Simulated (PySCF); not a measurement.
**Worked example: entropy of an ideal gas**

tetrachloroaluminate (AlCl₄), SMILES [Cl][Al-]([Cl])([Cl])[Cl], charge -1.

Geometry optimised at B3LYP-D3(BJ)/def2-SVPD.

B3LYP-D3(BJ)/def2-SVPD run with PySCF gives the harmonic wavenumbers 108, 108, 168, 168, 168, 329, 485, 485, 485 cm⁻¹ and the rotational temperatures 0.0539, 0.0539, 0.0539 K. The molar mass is 168.78 g/mol, the symmetry number 12, the spin multiplicity 1.

Q: Work out the entropy at 298.15 K and 1 atm in the rigid-rotor, harmonic-oscillator model.

A: 
Translation (Sackur–Tetrode at 1 atm): S = R[1.5 ln M + 2.5 ln T − 1.16487] = 172.7 J/(mol K).
Rotation: q = (√π/σ) T^1.5/√(θA θB θC) = 60800, S = R[ln q + 3/2] = 104.1 J/(mol K).
Vibration: with u = 1.4388 ν/T, each mode gives R[u/(e^u − 1) − ln(1 − e^−u)]:
```csv
ν (cm⁻¹),modes,u,S (J/(mol K))
108,2,0.52,27.65
168,3,0.81,30.85
329,1,1.59,5.29
485,3,2.34,8.75
```
These are all the modes. Sum 72.5 J/(mol K).
Spin: R ln 1 = 0.0 J/(mol K).
Total 349.3 J/(mol K); the program's own thermochemistry gives 349.2. Translation makes up 49 % and vibration 21 %. Anharmonicity, hindered rotation and orbital degeneracy are left out.
